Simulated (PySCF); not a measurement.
Two species compared at the same levels of theory.

First species: C6H10O3.
Structure used (PBE0-D3(BJ)/def2-SVP), in Å, numbered top down from 1:
```xyz
19
C6H10O3 angstrom
C     -2.534    1.906   -0.062
C     -1.873    0.767    0.166
C     -2.311   -0.257    1.166
C     -0.650    0.429   -0.630
O      0.396    0.070    0.272
C      1.498   -0.411   -0.292
O      1.680   -0.552   -1.472
O      2.368   -0.709    0.667
C      3.610   -1.217    0.216
H     -2.173    2.639   -0.789
H     -3.461    2.141    0.469
H     -2.489   -1.229    0.677
H     -1.521   -0.421    1.916
H     -3.231    0.048    1.682
H     -0.844   -0.427   -1.301
H     -0.325    1.272   -1.258
H      4.120   -0.490   -0.434
H      3.474   -2.152   -0.347
H      4.209   -1.402    1.116
```

Second species: C5H8O2S.
Atom-mapped SMILES: `[CH2:1]=[C:2]=[CH:3][CH2:4][S:5]([CH3:6])(=[O:7])=[O:8]` (hydrogens: H9, H10 on C1; H11 on C3; H12, H13 on C4; H14, H15, H16 on C6)

Structure used (PBE0-D3(BJ)/def2-SVP), in Å, numbered top down from 1:
```
atom  x, y, z in Å
C1     2.6113    0.5119   -1.2507
C2     1.7207   -0.2242   -0.6411
C3     0.8293   -0.9758   -0.0397
C4    -0.5620   -1.1805   -0.5370
S5    -1.7960   -0.5238    0.6117
C6    -1.5612    1.2441    0.5614
O7    -1.4240   -0.9808    1.9486
O8    -3.1114   -0.8263    0.0553
H9     2.7128    1.5804   -1.0324
H10    3.2895    0.0804   -1.9949
H11    1.0880   -1.4721    0.9035
H12   -0.8421   -2.2465   -0.5727
H13   -0.7524   -0.7312   -1.5215
H14   -2.2763    1.6403    1.2954
H15   -1.7959    1.6183   -0.4428
H16   -0.5329    1.4824    0.8602
```

Levels: B3LYP/def2-SVPD for dipole moment, HOMO energy, LUMO energy, HOMO–LUMO gap, static isotropic polarisability and electronic spatial extent ⟨r²⟩ about the centre of nuclear charge; TDDFT B3LYP/def2-SVPD for lowest singlet excitation; TDA B3LYP/def2-SVPD for lowest triplet excitation (Tamm–Dancoff); ΔSCF B3LYP/def2-SVPD for vertical ionisation energy; PBE0-D3(BJ)/def2-SVP for rotational constant A and rotational constant C. Geometries: PBE0-D3(BJ)/def2-SVP. All species are isolated and taken at one optimised geometry, non-relativistic unless stated; the electronic structure was computed with PySCF and density fitting.

Dipoles, sizes and rotational constants follow the conformer. The torsions of the flexible species, by atom-mapped SMILES:
- `[CH2:1]=[C:2]([CH3:3])[CH2:4][O:5][C:6](=[O:7])[O:8][CH3:9]`: C1–C2–C4–O5 130°, C2–C4–O5–C6 172°, C4–O5–C6–O7 1°, O5–C6–O8–C9 -179°
- `[CH2:1]=[C:2]=[CH:3][CH2:4][S:5]([CH3:6])(=[O:7])=[O:8]`: C2–C3–C4–S5 -116°, C3–C4–S5–C6 67°

| property | column X | column Y |
| --- | --- | --- |
| dipole moment | 0.80 D | 5.02 D |
| HOMO energy | -7.31 eV | -7.57 eV |
| LUMO energy | -0.27 eV | -0.74 eV |
| HOMO–LUMO gap | 7.04 eV | 6.83 eV |
| lowest singlet excitation | 6.71 eV | 5.63 eV |
| lowest triplet excitation (Tamm–Dancoff) | 4.34 eV | 4.46 eV |
| static isotropic polarisability | 87.3 au | 92.9 au |
| vertical ionisation energy | 9.49 eV | 9.50 eV |
| electronic spatial extent ⟨r²⟩ about the centre of nuclear charge | 1699 bohr² | 1330 bohr² |
| rotational constant A | 4.468 GHz | 3.666 GHz |
| rotational constant C | 0.684 GHz | 0.923 GHz |

Problem. Which column belongs to which species?

Solution. Column X is the first species and column Y the second. The first has 19 atoms and 70 electrons, the second 16 and 70.

Problem. How does each property change from the first species to the second?

Solution. dipole moment +4.22 D; HOMO energy -0.26 eV; LUMO energy -0.47 eV; HOMO–LUMO gap -0.21 eV; lowest singlet excitation -1.08 eV; lowest triplet excitation (Tamm–Dancoff) +0.12 eV; static isotropic polarisability +5.6 au; vertical ionisation energy +0.01 eV; electronic spatial extent ⟨r²⟩ about the centre of nuclear charge -369 bohr²; rotational constant A -0.802 GHz; rotational constant C +0.239 GHz.

On the first: The ΔSCF ionisation energy exceeds −ε(HOMO) by 2.18 eV with B3LYP. The dipole matches unit charges of opposite sign 0.17 Å apart (1 e·Å = 4.8032 D).

On the second: The vertical singlet–triplet gap S1 − T1 is 1.17 eV (TDDFT singlet less Tamm–Dancoff triplet; S1: HOMO→LUMO+1, weight 0.65; T1: HOMO→LUMO, weight 0.59). The polarisability is 13.77 Å³ as a volume (1 au = 0.148185 Å³), or 1.33 au for each of the 70 electrons.
